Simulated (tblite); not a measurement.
Compound: C₈H₁₁BS.
Numbering: `[CH3:1][BH:2][c:3]1[cH:4][cH:5][cH:6][c:7]([S:8][CH3:9])[cH:10]1` (hydrogens: H11, H12, H13 on C1; H14 on B2; H15 on C4; H16 on C5; H17 on C6; H18, H19, H20 on C9; H21 on C10)

Computed with GFN2-xTB (tblite), gas phase: L-BFGS steps from a force-field or distance-geometry start until the largest atomic force falls under 0.01 eV/Å.

Step 133: E = -739.6731 eV
```
atom  x, y, z in Å  |  force x, y, z in eV/Å
C1     -3.6010    0.9444   -0.1240   -0.008  -0.010   0.003
B2     -2.3307    0.7668    0.7843    0.011   0.030  -0.015
C3     -1.0562    0.0129    0.3041   -0.006   0.015   0.010
C4     -1.0325   -0.7982   -0.8367   -0.018  -0.017   0.033
C5      0.1174   -1.4539   -1.2361   -0.013   0.017  -0.011
C6      1.2920   -1.3032   -0.5192   -0.009   0.022  -0.015
C7      1.3016   -0.4824    0.5990    0.007   0.028  -0.019
S8      2.8095   -0.2281    1.5219    0.029   0.006  -0.008
C9      3.8477    0.4778    0.1992   -0.019   0.005  -0.019
C10     0.1424    0.1493    1.0134   -0.002  -0.008   0.005
H11    -3.4191    0.8672   -1.1931    0.024   0.008   0.005
H12    -4.1176    1.8836    0.0629   -0.002  -0.003  -0.004
H13    -4.3130    0.1569    0.1293   -0.013  -0.010   0.017
H14    -2.3344    1.2168    1.8682   -0.015  -0.014  -0.001
H15    -1.9437   -0.9283   -1.4017    0.032  -0.015  -0.037
H16     0.1082   -2.0826   -2.1149   -0.010  -0.019   0.006
H17     2.1895   -1.8200   -0.8266   -0.002   0.014   0.010
H18     4.0988   -0.2778   -0.5400   -0.032  -0.001   0.027
H19     3.3101    1.3026   -0.2607    0.031  -0.017  -0.007
H20     4.7527    0.8411    0.6750   -0.014  -0.010   0.023
H21     0.1694    0.7721    1.8954    0.028  -0.018  -0.003
```

Step 134: E = -739.6716 eV
```
atom  x, y, z in Å  |  force x, y, z in eV/Å
C1     -3.6359    0.9209   -0.1192   -0.006  -0.020   0.002
B2     -2.3770    0.7353    0.8040    0.035   0.033  -0.018
C3     -1.0818    0.0197    0.3164    0.010  -0.002   0.016
C4     -1.0351   -0.7786   -0.8333    0.011  -0.019   0.029
C5      0.1340   -1.3987   -1.2377   -0.048   0.023  -0.004
C6      1.3021   -1.2324   -0.5129   -0.018   0.043  -0.045
C7      1.2914   -0.4173    0.6107    0.002   0.030  -0.037
S8      2.7903   -0.1291    1.5343    0.171   0.085  -0.285
C9      3.9077    0.4066    0.1745   -0.154  -0.049  -0.071
C10     0.1133    0.1823    1.0264    0.027  -0.006  -0.008
H11    -3.4408    0.8488   -1.1863    0.028   0.012   0.003
H12    -4.1517    1.8612    0.0656    0.001  -0.008   0.004
H13    -4.3539    0.1349    0.1209   -0.016  -0.005   0.022
H14    -2.4048    1.1521    1.9020   -0.012  -0.027  -0.033
H15    -1.9413   -0.9261   -1.4029    0.044  -0.010  -0.032
H16     0.1432   -2.0096   -2.1299   -0.006  -0.024   0.042
H17     2.2117   -1.7265   -0.8250   -0.040   0.032   0.020
H18     4.1829   -0.4297   -0.4765   -0.161   0.194   0.216
H19     3.4156    1.2011   -0.3957    0.116  -0.250   0.148
H20     4.7988    0.7939    0.6576   -0.025   0.002   0.019
H21     0.1225    0.8081    1.9065    0.042  -0.032   0.014
```

Step 135: E = -739.6752 eV
```
atom  x, y, z in Å  |  force x, y, z in eV/Å
C1     -3.6128    0.9361   -0.1227   -0.005  -0.011   0.002
B2     -2.3465    0.7568    0.7912    0.015   0.026  -0.015
C3     -1.0646    0.0168    0.3081   -0.001   0.003   0.014
C4     -1.0341   -0.7918   -0.8344   -0.015  -0.009   0.024
C5      0.1220   -1.4353   -1.2360   -0.008   0.006  -0.012
C6      1.2951   -1.2794   -0.5175   -0.015   0.032  -0.026
C7      1.2986   -0.4598    0.6020    0.011   0.021  -0.035
S8      2.8048   -0.1967    1.5238    0.028   0.015  -0.019
C9      3.8678    0.4541    0.1913   -0.008  -0.002   0.011
C10     0.1336    0.1617    1.0167   -0.001   0.001   0.004
H11    -3.4248    0.8603   -1.1908    0.021   0.007   0.001
H12    -4.1294    1.8758    0.0621    0.000  -0.005   0.000
H13    -4.3268    0.1492    0.1263   -0.012  -0.007   0.016
H14    -2.3603    1.1929    1.8808   -0.012  -0.014  -0.007
H15    -1.9427   -0.9290   -1.4021    0.030  -0.008  -0.026
H16     0.1174   -2.0591   -2.1186   -0.004  -0.023   0.014
H17     2.1967   -1.7882   -0.8263   -0.012   0.015   0.009
H18     4.1246   -0.3258   -0.5200   -0.042  -0.009   0.028
H19     3.3470    1.2699   -0.3017    0.021  -0.013  -0.011
H20     4.7696    0.8220    0.6702   -0.018  -0.005   0.019
H21     0.1559    0.7865    1.8972    0.030  -0.020   0.009
```

Task: Estimate the geometry and energy of step 136. (The exact step hangs on the optimiser's Hessian estimate; all steps are aligned on step 135, rigid shifts and turns removed.)

Result: E = -739.6763 eV, largest force 0.062 eV/Å
```
atom  x, y, z in Å  |  force x, y, z in eV/Å
C1     -3.6192    0.9317   -0.1221   -0.003  -0.010   0.001
B2     -2.3548    0.7514    0.7941    0.018   0.024  -0.013
C3     -1.0689    0.0186    0.3104    0.004  -0.003   0.011
C4     -1.0345   -0.7884   -0.8333   -0.011  -0.005   0.020
C5      0.1250   -1.4252   -1.2360   -0.011   0.001  -0.011
C6      1.2971   -1.2658   -0.5168   -0.017   0.034  -0.029
C7      1.2972   -0.4474    0.6037    0.010   0.020  -0.039
S8      2.8023   -0.1793    1.5253    0.034   0.025  -0.039
C9      3.8782    0.4414    0.1871   -0.022  -0.008   0.013
C10     0.1289    0.1681    1.0189    0.002   0.003   0.004
H11    -3.4289    0.8573   -1.1899    0.020   0.004  -0.001
H12    -4.1355    1.8717    0.0624   -0.001  -0.006   0.003
H13    -4.3343    0.1451    0.1250   -0.011  -0.005   0.014
H14    -2.3739    1.1809    1.8862   -0.010  -0.013  -0.006
H15    -1.9418   -0.9295   -1.4022    0.029  -0.005  -0.021
H16     0.1234   -2.0468   -2.1202   -0.003  -0.023   0.017
H17     2.2009   -1.7707   -0.8260   -0.016   0.015   0.006
H18     4.1360   -0.3522   -0.5091   -0.050  -0.002   0.037
H19     3.3666    1.2525   -0.3236    0.021  -0.026  -0.004
H20     4.7787    0.8113    0.6663   -0.011   0.000   0.023
H21     0.1486    0.7925    1.8996    0.029  -0.018   0.012
```

The energy changes by -0.0011 eV. The first-order estimate −F·Δx gives -0.0012 eV and the mean of the old and new forces, exact on a quadratic surface, -0.0011 eV. The step makes an angle of 83° with the force vector and moves no atom by more than 0.034 Å.

The cost below is that of the whole relaxation. Time: 3.5 s. Hardware: one thread of an Intel Xeon, shared host.
